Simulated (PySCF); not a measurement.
C4H10FNSi.
SMILES with atom numbers: `[F:1][CH2:2][C@H:3]1[CH2:4][NH:5][SiH2:6][CH2:7]1`

Cartesian coordinates in Å at the GFN2-xTB level; atoms count from 1:
```
atom  x, y, z in Å
F1    -2.525   -0.611   -1.098
C2    -1.689    0.299   -0.490
C3    -0.728   -0.403    0.461
C4     0.223   -1.304   -0.334
N5     1.243   -0.440   -0.893
Si6    1.596    0.956    0.034
C7     0.124    0.634    1.196
H8    -2.336    1.006    0.040
H9    -1.144    0.814   -1.287
H10   -1.320   -1.008    1.155
H11   -0.316   -1.820   -1.134
H12    0.654   -2.066    0.330
H13    1.862   -0.891   -1.545
H14    2.866    0.959    0.772
H15    1.474    2.157   -0.796
H16   -0.464    1.516    1.440
H17    0.472    0.214    2.139
```

Definitions: NICS(0) = −σiso at the ring centroid; NICS(1) = −σiso and NICS(1)zz = −σzz at ±1 Å along the ring normal z. Level: GIAO PBE0/pcSseg-1 (PySCF, non-relativistic, gas phase) on the GFN2-xTB geometry, one conformer.

Ring bond lengths (Å), with Mayer bond orders in brackets: C3–C4 1.532 (1.00), C4–N5 1.449 (0.95), N5–Si6 1.713 (1.01), Si6–C7 1.903 (0.91), C7–C3 1.530 (0.99).

Problem. Give the NICS values of each ring in ppm.

Solution. 
```tsv
ring	type	NICS(0)	NICS(1), two faces	NICS(1)zz, two faces	rms pucker (Å)	centre to ring atoms, mean (Å)
C3–C4–N5–Si6–C7	5-membered ring with N and Si; formal bonds all single	-6.9	-2.7 / -4.2	-3.6 / -5.9	0.16	1.36
```

Problem. What do they say, and how far can they be read as aromaticity?

Solution. 
- C3–C4–N5–Si6–C7: mean NICS(1)zz -4.8 ppm, shielded. C3, C4, Si6, C7 have four or more neighbours; no verdict on aromaticity is drawn.

Problem. What are the shieldings of the ring atoms and their hydrogens in the same run (means over atoms taken as equivalent)?

Solution. 
```
atoms                   environment  σ isotropic (ppm)
   C3                 sp3 CH carbon              145.5
   C4  sp3 carbon bound to nitrogen              137.0
   N5        silicon-bound nitrogen              251.6
  Si6                  SiH2 silicon              378.2
   C7   sp3 carbon bound to silicon              176.7
  H10              methine hydrogen              29.25
  H11            methylene hydrogen              28.05
  H12            methylene hydrogen              28.50
  H13                  N–H hydrogen              31.91
  H14                 Si–H hydrogen              26.82
  H15                 Si–H hydrogen              26.87
  H16            methylene hydrogen              31.28
  H17            methylene hydrogen              30.55
```
